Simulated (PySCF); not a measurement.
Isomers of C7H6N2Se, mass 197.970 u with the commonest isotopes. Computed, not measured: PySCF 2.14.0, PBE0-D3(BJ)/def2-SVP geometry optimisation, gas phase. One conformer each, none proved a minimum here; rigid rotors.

Question: Order these by out-of-plane moment Σ m c² = (Ia + Ib − Ic)/2, largest first.
A. `[cH:1]1[cH:2][cH:3][n:4](-[c:5]2[n:6][cH:7][cH:8][se:9]2)[cH:10]1` with C3–N4–C5–N6 -1°
B. `[CH3:1][c:2]1[se:3][n:4][cH:5][c:6]1/[CH:7]=[CH:8]/[C:9]#[N:10]` with C5–C6–C7–C8 0°
C. `[CH:1]#[C:2][c:3]1[n:4][se:5][n:6][c:7]1[CH:8]1[CH2:9][CH2:10]1` with N6–C7–C8–C9 -36°
D. `[N:1]#[C:2][C:3]1=[CH:4][Se:5][CH2:6][C@@H:7]([C:8]#[N:9])[CH2:10]1` with C3–C4–Se5–C6 -5°, C4–Se5–C6–C7 36°, Se5–C6–C7–C8 171°, C6–C7–C10–C3 59°

Answer: C (19.69 u·Å²), D (9.78 u·Å²), B (1.59 u·Å²), A (0.02 u·Å²).

Question: Order these by rotational constant B, largest first.
A. `[N:1]#[C:2][C:3]1([c:4]2[cH:5][n:6][se:7][cH:8]2)[CH2:9][CH2:10]1` with C2–C3–C4–C5 -179°
B. `[CH3:1][c:2]1[se:3][n:4][cH:5][c:6]1/[CH:7]=[CH:8]/[C:9]#[N:10]` with C5–C6–C7–C8 0°
C. `[N:1]#[C:2][C:3]1=[CH:4][Se:5][CH2:6][C@@H:7]([C:8]#[N:9])[CH2:10]1` with C3–C4–Se5–C6 -5°, C4–Se5–C6–C7 36°, Se5–C6–C7–C8 171°, C6–C7–C10–C3 59°
D. `[CH:1]#[C:2][c:3]1[n:4][se:5][n:6][c:7]1[CH:8]1[CH2:9][CH2:10]1` with N6–C7–C8–C9 -36°
E. `[cH:1]1[cH:2][cH:3][n:4](-[c:5]2[n:6][cH:7][cH:8][se:9]2)[cH:10]1` with C3–N4–C5–N6 -1°

Answer: C (869.8 MHz), D (807.2 MHz), E (685.2 MHz), A (575.3 MHz), B (424.0 MHz).

Question: Order these by rotational constant A, largest first.
A. `[N:1]#[C:2][C:3]1=[CH:4][Se:5][CH2:6][C@@H:7]([C:8]#[N:9])[CH2:10]1` with C3–C4–Se5–C6 -5°, C4–Se5–C6–C7 36°, Se5–C6–C7–C8 171°, C6–C7–C10–C3 59°
B. `[N:1]#[C:2][C:3]1([c:4]2[cH:5][n:6][se:7][cH:8]2)[CH2:9][CH2:10]1` with C2–C3–C4–C5 -179°
C. `[cH:1]1[cH:2][cH:3][n:4](-[c:5]2[n:6][cH:7][cH:8][se:9]2)[cH:10]1` with C3–N4–C5–N6 -1°
D. `[CH3:1][c:2]1[se:3][n:4][cH:5][c:6]1/[CH:7]=[CH:8]/[C:9]#[N:10]` with C5–C6–C7–C8 0°
E. `[CH:1]#[C:2][c:3]1[n:4][se:5][n:6][c:7]1[CH:8]1[CH2:9][CH2:10]1` with N6–C7–C8–C9 -36°

Answer: D (2858 MHz), C (2465 MHz), B (2171 MHz), E (1294 MHz), A (949.1 MHz).

| SMILES | point group | Ia (u·Å²) | Ib (u·Å²) | Ic (u·Å²) | κ | μa (D) | μb (D) | μc (D) |
| --- | --- | --- | --- | --- | --- | --- | --- | --- |
| c1ccn(-c2ncc[se]2)c1 | – | 205.02 | 737.53 | 942.51 | -0.85 | 1.41 | 0.95 | 0.01 |
| C#Cc1n[se]nc1C1CC1 | – | 390.44 | 626.13 | 977.17 | -0.25 | 1.60 | 0.23 | 0.01 |
| N#CC1(c2cn[se]c2)CC1 | – | 232.74 | 878.42 | 1071.67 | -0.88 | 0.45 | 2.08 | 0.04 |
| Cc1[se]ncc1/C=C/C#N | Cs | 176.82 | 1191.94 | 1365.57 | -0.96 | 3.86 | 1.95 | 0.01 |
| N#CC1=C[Se]C[C@@H](C#N)C1 | C1 | 532.51 | 581.00 | 1093.94 | 0.67 | 1.09 | 3.88 | 0.01 |
